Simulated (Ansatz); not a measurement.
(LiSH)4 ring (Li4H4S4). The state is a singlet with charge 0. Geometry r2SCAN-D4/def2-SVP, basis def2-TZVP, Ansatz.

Cartesian coordinates in Å:
```
Li -2.115 -1.602 0.118
Li 0.385 -0.690 -2.536
Li 2.117 1.597 -0.116
Li -0.381 0.686 2.536
S -1.391 -2.076 -2.024
S 2.044 0.902 -2.317
S 1.577 1.837 2.117
S -2.233 -0.658 2.222
H -2.362 -1.448 -2.724
H 3.121 0.084 -2.318
H 1.086 3.097 2.088
H -1.846 -1.727 2.954
```

```csv
run,HOMO (eV),LUMO (eV)
A,-5.81,-1.39
B,-6.75,-1.03
C,-6.10,-1.37
D,-7.00,-0.82
E,-6.08,-0.98
F,-6.60,-1.15
```

B3LYP takes the VWN-RPA correlation. HSE06 is defined as in plane-wave codes, on full-range PBE exchange. Another isomer (singlet) lies 0.09 eV lower at PBE0-D4/def2-TZVP; other spin states weren't run for this one.

Task: The runs used B3LYP, B97M-V, HSE06, PBE, PBE0, r2SCAN. Estimate which is which.

Result: A PBE (0 % exact exchange); B B3LYP (20 % exact exchange); C B97M-V (0 % exact exchange); D PBE0 (25 % exact exchange); E r2SCAN (0 % exact exchange); F HSE06 (range-separated). Exact exchange lowers occupied and raises empty levels; among semilocal functionals meta-GGAs tend to open the gap a little, and such runs are hard to tell apart. The gap grows from 4.42 eV (PBE) to 6.18 eV (PBE0).
